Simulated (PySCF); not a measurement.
HIn, neutral, multiplicity 1. Atoms are numbered in the order given.

```xyz
2

In     0.0000     0.0000    -0.0370
H      0.0000     0.0000     1.8134
```

Geometry: PBE0-D3(BJ)/def2-TZVPD. The def2 effective core potentials stand for the cores of In; spin–orbit coupling is left out.

Calculation: CAM-B3LYP/def2-TZVPD (PySCF).

Mulliken values depend strongly on the basis, most of all with diffuse functions as here. ESP charges are fitted to the potential on shells at 1.4 to 2.0 van der Waals radii. Atomic charges (e):

```tsv
atom	ESP fit	Mulliken
In1	(withheld)	0.23
H2	(withheld)	-0.23
```

### Question
What belongs in the gaps? (The exact figures need the calculation; the answer reports its results.)

### Answer

- In1, ESP fit: 0.20
- H2, ESP fit: -0.20
